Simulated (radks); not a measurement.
All-electron atom: Ge in [Ar] 3d10 4s2 4p2. Calculated with a radial shooting solver on a logarithmic mesh with Libxc functionals: scalar-relativistic Kohn-Sham, Slater X-alpha with alpha = 0.934, spin-polarised, spherical densities, finite nucleus; open shells are filled with parallel spins first; Fermi nuclear charge, rms radius 4.0742 fm. Some entries of the table are withheld. Estimate them.

orbital  occ.  eigenvalue (eV)  <r> (bohr)  <r^2> (bohr^2)
1s up       1        -11042.74     0.04691        0.002961
1s down     1        -11042.65     0.04691        0.002961
2s up       1        -1394.780      0.2091         0.05155
2s down     1        -1394.768      0.2091         0.05155
2p up       3        -1225.334      0.1824         0.04077
2p down     3        -1225.281      0.1824         0.04077
3s up       1        -175.6194      0.6190          0.4419
3s down     1        -175.5298      0.6186          0.4411
3p up       3        -122.8456         (1)          0.4802
3p down     3        -122.7233         (2)          0.4785
3d up       5         -35.3462      0.7138          0.6501
3d down     5         -35.0713      0.7062          0.6324
4s up       1         -14.3874       2.047             (3)
4s down     1         -11.5588       2.015             (4)
4p up       2          -5.9981       2.638           8.160
4p down     0          -2.9851       2.737           9.038

Answer. 
(1) 3p up <r> (bohr): 0.6388
(2) 3p down <r> (bohr): 0.6380
(3) 4s up <r^2> (bohr^2): 4.822
(4) 4s down <r^2> (bohr^2): 4.695
